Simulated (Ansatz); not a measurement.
A run for Ansatz (an electronic-structure program): U-CCSD(T)/cc-pVDZ on AsH, 2S+1 = 3, a point of a bond scan (R = 3.071 Å). The run froze 14 orbitals, filled d shells among them.

Ansatz 0.2 input:
```yaml
crystal:
  periodic: [false, false, false]
  atoms:
    - {symbol: As, position_ang: [-0.00000000, -0.00000000, -0.04516336]}
    - {symbol: H, position_ang: [0.00000000, 0.00000000, 3.02594504]}
basis:
  gaussian:
    orbitals: cc-pVDZ
magnetization: {spin_polarized: true, initial_magnetization: 2}
correlation: {method: ccsd_t, electrons: outside_noble_gas}
scf: {omitted_lower_state_checks: [cluster_reference]}
```

Program output:

```
WARN ansatz: RAYON_NUM_THREADS=1 ignored (pool sized by the plan → 1); use --threads N
Functional definition: HF
these checks for a lower state are left out or cut short: cluster_reference
integrals: 0.01 GiB planned
374 factors; integrals over basis functions are off by at most 2.3e-4 eV
mean field: 0.07 GiB planned
mean field evaluation 1: about -60805.1337 eV, gradient 6.9e0 eV
mean field evaluation 2: about -60805.1337 eV, gradient 6.9e0 eV
mean field evaluation 4: about -60806.1590 eV, gradient 3.3e0 eV
mean field evaluation 8: about -60805.6789 eV, gradient 1.3e-1 eV
mean field evaluation 16: about -60808.3951 eV, gradient 1.8e-4 eV
mean field evaluation 32: about -60807.5322 eV, gradient 9.1e-5 eV
mean field evaluation 64: about -60805.6778 eV, gradient 2.7e-1 eV
mean field -60808.39506924 eV, -2234.6673013839 hartree, gradient 2.9e-6 eV, S^2 2.954987; 8 other end points of the search recorded, 0 dependent functions left out
14 core orbitals not correlated
reference -60808.39506924 eV, -2234.6673013839 hartree; 4, 2 occupied and 14, 16 virtual orbitals, 374 factors
second order -1.51033791 eV of doubles, -0.00000000 eV of singles
coupled cluster: 0.05 GiB planned
cycle   1  -1.82708300 eV  change   -3.2e-1 eV  update   4.1e-2
cycle   2  -1.91778011 eV  change   -9.1e-2 eV  update   1.3e-2
cycle   3  -1.92177094 eV  change   -4.0e-3 eV  update   5.9e-3
cycle   4  -1.92525207 eV  change   -3.5e-3 eV  update   4.5e-3
cycle   5  -1.92748731 eV  change   -2.2e-3 eV  update   3.3e-3
cycle   6  -1.93056881 eV  change   -3.1e-3 eV  update   2.4e-3
cycle   7  -1.93256585 eV  change   -2.0e-3 eV  update   1.5e-3
cycle   8  -1.93252830 eV  change    3.8e-5 eV  update   1.2e-3
cycle   9  -1.93310943 eV  change   -5.8e-4 eV  update   1.0e-3
cycle  10  -1.93395942 eV  change   -8.5e-4 eV  update   5.9e-4
cycle  11  -1.93414732 eV  change   -1.9e-4 eV  update   2.5e-4
cycle  12  -1.93407087 eV  change    7.6e-5 eV  update   8.6e-5
cycle  13  -1.93410489 eV  change   -3.4e-5 eV  update   3.1e-5
cycle  14  -1.93412103 eV  change   -1.6e-5 eV  update   1.2e-5
cycle  15  -1.93411657 eV  change    4.5e-6 eV  update   3.8e-6
coupled cluster: 0.05 GiB planned
perturbative correction -0.02694418 eV, -0.0009901804 hartree
Total energy: -60810.35612999 eV, -2234.7393690374 hartree
Checks for a lower state left out: cluster_reference
```

The run converged. Its determinant has ⟨S²⟩ = 2.95, a mixture of spin states.

Cost: very roughly 2.0 core-seconds.
